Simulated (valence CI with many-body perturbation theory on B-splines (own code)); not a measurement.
## Ag40+: electric-dipole lines

Method: configuration interaction combined with many-body perturbation theory (CI+MBPT): five valence electrons over a frozen Dirac-Fock core [He], radial functions for each j: 11 s, 11 p, 10 d, 8 f, 5 g, 2 h, with the one-electron correlation potential Σ1 (screened to all orders), the two-electron term Σ2, the three-electron term Σ3, Breit, model QED; selected single and double excitations, second order for the rest, scaled by the run's own slope (own B-spline code, finite nucleus).

The last digits are not significant, and no measured levels were compared; by estimate large intervals hold to a few tenths of a per cent, small ones and those within an open d or f shell to about a per cent. Among the levels kept, up to 7100 cm⁻¹ of a level comes from second order outside the variational space, and about a tenth of that is noise between levels of different J, which matters for small intervals.

Lines 1 to 50 of 600 in falling wavelength, among levels below 312.91 Ry, chosen from the strongest by gf and those to the six lowest levels. Wavelengths and rates use the calculated energies. Electric multipoles are in the length gauge, E1 and E2 with the static RPA response of the core. Weak lines are less certain than strong ones. Lines between different terms over intervals too small for the method are left out, as are lines whose strength nearly cancels. The highest levels of a list are the least certain.

Levels are named by their leading jj configuration (3d3/2^4 stands for four electrons in 3d with j = 3/2), which in mixed levels can hold well under half, so a name can repeat and another be missing. Letters in brackets count levels of one name in rising energy.

```tsv
λ vac (nm)	Upper	Lower	A (s⁻¹)	S (a.u.) with core polarisation	S without
27.73	(2s 2p1/2 2p3/2^2 3p1/2) J=7/2	(2s 2p1/2 2p3/2^2 3s) J=5/2 [b]	1.07e+09	9.01e-02	9.02e-02
26.36	(2p1/2^2 2p3/2^2 3p1/2) J=5/2	(2p1/2^2 2p3/2^2 3s) J=3/2	1.50e+09	8.12e-02	8.12e-02
24.30	(2s^2 2p1/2 2p3/2 3p1/2) J=5/2	(2s^2 2p1/2 2p3/2 3s) J=3/2 [b]	1.63e+09	6.91e-02	6.91e-02
24.11	(2s 2p1/2 2p3/2^2 3p1/2) J=5/2 [c]	(2s 2p1/2 2p3/2^2 3s) J=3/2 [c]	1.66e+09	6.90e-02	6.91e-02
23.64	(2p1/2^2 2p3/2^2 3p1/2) J=3/2	(2p1/2^2 2p3/2^2 3s) J=5/2	3.53e+09	9.22e-02	9.22e-02
22.59	(2p1/2^2 2p3/2^2 3p1/2) J=5/2	(2p1/2^2 2p3/2^2 3s) J=5/2	2.63e+09	8.99e-02	8.99e-02
21.77	(2s^2 2p1/2 2p3/2 3p1/2) J=5/2	(2s^2 2p1/2 2p3/2 3s) J=5/2	2.11e+09	6.44e-02	6.45e-02
21.75	(2s 2p1/2^2 2p3/2 3p1/2) J=3/2 [a]	(2s 2p1/2^2 2p3/2 3s) J=5/2	3.94e+09	8.00e-02	8.00e-02
21.64	(2s 2p3/2^3 3p1/2) J=5/2	(2s 2p3/2^3 3s) J=3/2 [a]	2.73e+09	8.20e-02	8.20e-02
20.71	(2s 2p1/2 2p3/2^2 3p1/2) J=7/2	(2s 2p1/2 2p3/2^2 3s) J=7/2	2.55e+09	8.96e-02	8.96e-02
20.63	(2s 2p1/2^2 2p3/2 3p1/2) J=5/2	(2s 2p1/2^2 2p3/2 3s) J=5/2	2.86e+09	7.43e-02	7.43e-02
20.12	(2s 2p1/2^2 2p3/2 3d3/2) J=7/2	(2s 2p1/2^2 2p3/2 3p3/2) J=7/2	1.63e+09	5.23e-02	5.23e-02
20.00	(2s^2 2p3/2^2 3p1/2) J=5/2	(2s^2 2p3/2^2 3s) J=3/2	2.77e+09	6.58e-02	6.58e-02
19.90	(2s 2p1/2 2p3/2^2 3d3/2) J=9/2	(2s 2p1/2 2p3/2^2 3p3/2) J=9/2	1.64e+09	6.37e-02	6.38e-02
18.94	(2s 2p3/2^3 3p1/2) J=3/2 [a]	(2s 2p3/2^3 3s) J=5/2	4.11e+09	5.51e-02	5.51e-02
18.83	(2s 2p1/2 2p3/2^2 3p1/2) J=5/2 [a]	(2s 2p1/2 2p3/2^2 3s) J=5/2 [a]	3.42e+09	6.76e-02	6.77e-02
18.70	(2s^2 2p3/2^2 3p1/2) J=3/2	(2s^2 2p3/2^2 3s) J=5/2	5.29e+09	6.83e-02	6.83e-02
18.47	(2s 2p1/2 2p3/2^2 3d3/2) J=7/2 [a]	(2s 2p1/2 2p3/2^2 3p3/2) J=7/2 [a]	2.14e+09	5.33e-02	5.33e-02
17.75	(2s^2 2p3/2^2 3p1/2) J=5/2	(2s^2 2p3/2^2 3s) J=5/2	3.89e+09	6.44e-02	6.44e-02
17.55	(2s 2p1/2^2 2p3/2 3d5/2) J=5/2 [a]	(2s 2p1/2^2 2p3/2 3p3/2) J=5/2 [a]	2.86e+09	4.58e-02	4.58e-02
17.44	(2s 2p1/2^2 2p3/2 3d5/2) J=9/2	(2s 2p1/2^2 2p3/2 3p3/2) J=7/2	9.08e+09	2.38e-01	2.38e-01
17.30	(2s 2p1/2 2p3/2^2 3d5/2) J=11/2	(2s 2p1/2 2p3/2^2 3p3/2) J=9/2	9.21e+09	2.82e-01	2.82e-01
17.29	(2s 2p1/2 2p3/2^2 3d5/2) J=9/2 [a]	(2s 2p1/2 2p3/2^2 3p3/2) J=7/2 [a]	8.80e+09	2.25e-01	2.25e-01
17.06	(2s 2p1/2^2 2p3/2 3d5/2) J=5/2 [b]	(2s 2p1/2^2 2p3/2 3p3/2) J=3/2 [b]	5.09e+09	7.48e-02	7.48e-02
17.00	(2s 2p1/2 2p3/2^2 3d5/2) J=7/2 [b]	(2s 2p1/2 2p3/2^2 3p3/2) J=5/2 [b]	5.10e+09	9.90e-02	9.90e-02
16.98	(2s 2p1/2 2p3/2^2 3d5/2) J=7/2 [e]	(2s 2p1/2 2p3/2^2 3p3/2) J=5/2 [e]	7.41e+09	1.43e-01	1.43e-01
16.81	(2s 2p1/2 2p3/2^2 3d5/2) J=7/2 [d]	(2s 2p1/2 2p3/2^2 3p3/2) J=5/2 [d]	6.81e+09	1.28e-01	1.28e-01
16.81	(2s^2 2p3/2^2 3d5/2) J=7/2 [a]	(2s^2 2p3/2^2 3p3/2) J=7/2	3.18e+09	5.96e-02	5.96e-02
16.75	(2s 2p1/2 2p3/2^2 3d5/2) J=9/2 [b]	(2s 2p1/2 2p3/2^2 3p3/2) J=7/2 [b]	7.95e+09	1.85e-01	1.85e-01
16.70	(2s^2 2p3/2^2 3d5/2) J=5/2 [a]	(2s^2 2p3/2^2 3p3/2) J=3/2 [a]	3.52e+09	4.85e-02	4.85e-02
16.49	(2s^2 2p1/2 2p3/2 3d5/2) J=7/2 [a]	(2s^2 2p1/2 2p3/2 3p3/2) J=5/2 [a]	5.40e+09	9.55e-02	9.55e-02
16.46	(2s^2 2p1/2 2p3/2 3d5/2) J=9/2	(2s^2 2p1/2 2p3/2 3p3/2) J=7/2	9.92e+09	2.18e-01	2.18e-01
16.44	(2s 2p1/2 2p3/2^2 3d5/2) J=5/2 [f]	(2s 2p1/2 2p3/2^2 3p3/2) J=3/2 [f]	7.41e+09	9.75e-02	9.75e-02
16.44	(2s 2p1/2 2p3/2^2 3d5/2) J=5/2 [c]	(2s 2p1/2 2p3/2^2 3p3/2) J=3/2 [c]	6.29e+09	8.27e-02	8.27e-02
16.41	(2s 2p1/2^2 2p3/2 3d5/2) J=7/2 [b]	(2s 2p1/2^2 2p3/2 3p3/2) J=5/2 [b]	1.06e+10	1.86e-01	1.86e-01
16.39	(2s 2p1/2 2p3/2^2 3d5/2) J=9/2 [c]	(2s 2p1/2 2p3/2^2 3p3/2) J=7/2 [c]	1.05e+10	2.29e-01	2.29e-01
16.29	(2s 2p1/2 2p3/2^2 3d5/2) J=7/2 [a]	(2s 2p1/2 2p3/2^2 3p3/2) J=5/2 [a]	6.62e+09	1.13e-01	1.13e-01
16.27	(2s^2 2p3/2^2 3d5/2) J=7/2 [b]	(2s^2 2p3/2^2 3p3/2) J=5/2	6.22e+09	1.06e-01	1.06e-01
16.26	(2s 2p1/2 2p3/2^2 3d5/2) J=5/2 [d]	(2s 2p1/2 2p3/2^2 3p3/2) J=3/2 [d]	3.59e+09	4.57e-02	4.57e-02
16.26	(2s 2p1/2 2p3/2^2 3d5/2) J=5/2 [e]	(2s 2p1/2 2p3/2^2 3p3/2) J=3/2 [e]	7.27e+09	9.25e-02	9.25e-02
16.24	(2s 2p1/2 2p3/2^2 3d5/2) J=7/2 [c]	(2s 2p1/2 2p3/2^2 3p3/2) J=5/2 [c]	9.06e+09	1.53e-01	1.53e-01
16.21	(2s 2p1/2 2p3/2^2 3p1/2) J=5/2 [b]	(2s 2p1/2 2p3/2^2 3s) J=7/2	7.75e+09	9.79e-02	9.79e-02
16.21	(2s^2 2p3/2^2 3d5/2) J=9/2	(2s^2 2p3/2^2 3p3/2) J=7/2	9.87e+09	2.07e-01	2.07e-01
16.16	(2s^2 2p1/2 2p3/2 3p1/2) J=3/2 [b]	(2s^2 2p1/2 2p3/2 3s) J=5/2	6.82e+09	5.69e-02	5.69e-02
16.08	(2s^2 2p3/2^2 3d5/2) J=5/2 [b]	(2s^2 2p3/2^2 3p3/2) J=3/2 [b]	8.90e+09	1.10e-01	1.10e-01
15.91	(2s^2 2p1/2 2p3/2 3d5/2) J=7/2 [c]	(2s^2 2p1/2 2p3/2 3p3/2) J=5/2 [b]	8.91e+09	1.42e-01	1.42e-01
15.91	(2s^2 2p1/2 2p3/2 3d5/2) J=7/2 [b]	(2s^2 2p1/2 2p3/2 3p3/2) J=5/2 [a]	4.34e+09	6.90e-02	6.90e-02
15.82	(2s 2p1/2 2p3/2^2 3d3/2) J=5/2 [e]	(2s 2p1/2 2p3/2^2 3p3/2) J=3/2 [d]	3.61e+09	4.23e-02	4.23e-02
15.70	(2s^2 2p1/2^2 3d5/2) J=5/2	(2s^2 2p1/2^2 3p3/2) J=3/2	9.66e+09	1.11e-01	1.11e-01
15.47	(2s^2 2p1/2 2p3/2 3d5/2) J=3/2 [a]	(2s^2 2p1/2 2p3/2 3p3/2) J=1/2 [a]	6.01e+09	4.39e-02	4.39e-02
```
